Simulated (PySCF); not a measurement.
Work out the structure from these simulated measurements.

Elements present: C, H, O and Si. Monoisotopic mass: 122.0188 u.

| Property | Result |
| --- | --- |
| NMR, other nuclei | isotropic shieldings of nuclei other than C and H, by class: -527 (1 O), 380 (1 Si) ppm [GIAO PBE0/pcSseg-1] |
| Rotational structure | rotational constants A, B, C: 2.165, 1.744, 1.069 GHz [GFN2-xTB] |
| 1H NMR | chemical shifts (computed TMS as zero) by class: 6.90 (1 H), 6.56 (1 H), 5.47 (1 H), 5.36 (1 H), 4.41 (1 H), 1.92 (1 H) ppm [GIAO PBE0/pcSseg-1] |
| 13C NMR | chemical shifts (computed TMS as zero) by class: 239.0 (1 C), 149.7 (1 C), 141.1 (1 C), 84.6 (1 C), 80.6 (1 C), 68.4 (1 C) ppm [GIAO PBE0/pcSseg-1] |
| Triplet | lowest triplet excitation (Tamm–Dancoff): 2.43 eV [TDA B3LYP/def2-SVPD] |
| UV, strongest line | among the 8 lowest singlet transitions: S5 at 5.11 eV (243 nm, f = 0.067) [TDDFT B3LYP/def2-SVPD] |
| Dipole | 3.05 D [B3LYP/def2-SVPD] |
| UV, first state | lowest singlet excitation: 2.97 eV (418 nm, f = 0.001) [TDDFT B3LYP/def2-SVPD] |

Gas-phase values; electronic properties from PySCF, density fitting. Levels stand in brackets. Isolated species at its GFN2-xTB geometry, gas phase. NMR classes are plain means over equivalent atoms (diastereotopic ones count apart unless rotation or inversion swaps them), as if these changed places fast.

Problem. Which formula fits the mass and the elements?

Solution. C6H6OSi (calculated 122.0188). No other formula that holds each of these elements comes within 0.0003 u with a fitting electron parity and a possible valence count.

Problem. Propose a structure and show how it fits.

Solution. Numbering: `[CH:1]#[C:2][C@H:3]1[C:4](=[CH2:5])[SiH2:6][C:7]1=[O:8]`. Its formula, C6H6OSi, gives 5 degrees of unsaturation: 1 ring and 4 π bonds in the structure found. 6 carbons fall into 6 classes; from least to most shielded: carbonyl carbon [C7] (239.0 ppm), fully substituted alkene carbon [C4] (149.7 ppm), terminal =CH2 carbon [C5] (141.1 ppm), alkyne carbon [C2] (84.6 ppm), terminal alkyne carbon [C1] (80.6 ppm), sp3 carbon next to a carbonyl [C3] (68.4 ppm). Hydrogen classes from least to most shielded: 1 H on a terminal =CH2 carbon, C5 (6.90 ppm), 1 H on a terminal =CH2 carbon, C5 (6.56 ppm), 1 H on an SiH2 silicon, Si6 (5.47 ppm), 1 H on an SiH2 silicon, Si6 (5.36 ppm), 1 H on an sp3 carbon next to a carbonyl, C3 (4.41 ppm), 1 H on a terminal alkyne carbon, C1 (1.92 ppm). The other shieldings belong to: -527 ppm, carbonyl oxygen [O8]; 380 ppm, SiH2 silicon [Si6]. S1 is mainly HOMO→LUMO (weight 0.95); the largest Löwdin shares of the orbital it empties are 0.38 on the carbonyl oxygen, 0.17 on the carbonyl carbon, 0.12 on the SiH2 silicon and 0.11 on the sp3 carbon next to a carbonyl, of the orbital it fills 0.26 on the carbonyl carbon, 0.21 on the carbonyl oxygen, 0.11 on the SiH2 silicon and 0.09 on the fully substituted alkene carbon. The optimised geometry has point group C1 and is an asymmetric top. Structure: `C#C[C@H]1C(=C)[SiH2]C1=O`. The assignments are read from this structure; whether some other isomer fits the data as well wasn't checked. The mirror image fits equally.
